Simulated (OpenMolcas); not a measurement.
4d4 along the 40-electron sequence

| Item | Value |
| --- | --- |
| Program | OpenMolcas 26.06 |
| Method | CASSCF |
| Basis | ANO-RCC-VQZP |
| Scalar Hamiltonian | DKH2, point nucleus |
| Spin-orbit coupling | RASSI with atomic mean-field integrals over the reference wave functions, term energies averaged over their components |

Active space for each ion: 4 electrons in 5 orbitals (4d).

Computed levels in cm-1 above 5D0:

```csv
Level,Nb+,Mo2+,Tc3+,Ru4+,Rh5+,Pd6+,Ag7+
5D1,138,219,316,443,606,815,1092
5D2,397,622,883,1217,1627,2135,2778
5D3,757,1168,1635,2215,2906,3741,4758
5D4,1197,1824,2521,3367,4353,5517,6892
3H4,12957,15780,18195,20404,22466,24515,26410
3H5,13257,16270,18914,21426,23867,26387,28874
3P0(1),13464,16175,18406,20352,22098,23805,25312
3H6,13565,16747,19579,22316,25012,27819,30629
3P1(1),14253,17410,20143,22698,25153,27679,30143
weight of 5D in the lowest level (%),99,99,99,98,97,96,95
```

Measured, with the error of the calculation in %. Measured levels: Nb+ from NIST Handbook of Basic Atomic Spectroscopic Data; Mo2+ from Sugar and Musgrove, J. Phys. Chem. Ref. Data 17, 155 (1988); Ag7+ from Atoms 5, 11 (2017), spectra Ag VII to Ag IX.

```csv
Level,Nb+,Mo2+,Ag7+
5D1,159 (-13.3),242 (-9.6),1340 (-18.5)
5D2,438 (-9.4),668 (-6.9),3212 (-13.5)
5D3,801 (-5.6),1224 (-4.5),5292 (-10.1)
5D4,1225 (-2.3),1872 (-2.6),7443 (-7.4)
3H4,,12680 (+24.5),23302 (+13.3)
3H5,,13276 (+22.6),26250 (+10.0)
3P0(1),,11149 (+45.1),21309 (+18.8)
3H6,,13811 (+21.3),28185 (+8.7)
3P1(1),,12510 (+39.2),26526 (+13.6)
```

The fine-structure level 5D4 changes by a factor of 5.76 from Nb+ to Ag7+. Its fourth root runs 5.88, 6.54, 7.09, 7.62, 8.12, 8.62, 9.11, with steps per unit of Z of 0.65, 0.55, 0.53, 0.51, 0.50, 0.49; equal steps would mean a (Z - σ)^4 law with constant σ.

3H4 changes by a factor of 2.04 over the same range, with steps per unit of Z of +2820, +2420, +2210, +2060, +2050, +1900 cm-1.

Without dynamic correlation excited terms often stand tens of per cent too high (terms of higher spin than the ground term too low), and those without a measured partner can miss by more than the paired ones. Some high roots are left out of the spin-orbit mixing, which shifts the levels that they would mix with (holds for Nb+). Configurations with an s electron lie low at this charge and mix in, so terms can be misplaced (holds for Nb+). Levels of configurations with an s electron are missing; early in the row they begin among the upper levels of the d shell and mix with terms of their name (holds for Mo2+). Measured partners are found by configuration, term and J. A level has none where our copy of the source lacks it or the pairing is in doubt (some pairs that miss far off the trend of their configuration count as doubtful), and it then counts in no deviation. Only configurations of the active space appear.

A number in round brackets counts repeated terms of one configuration in the order of the reference energies.
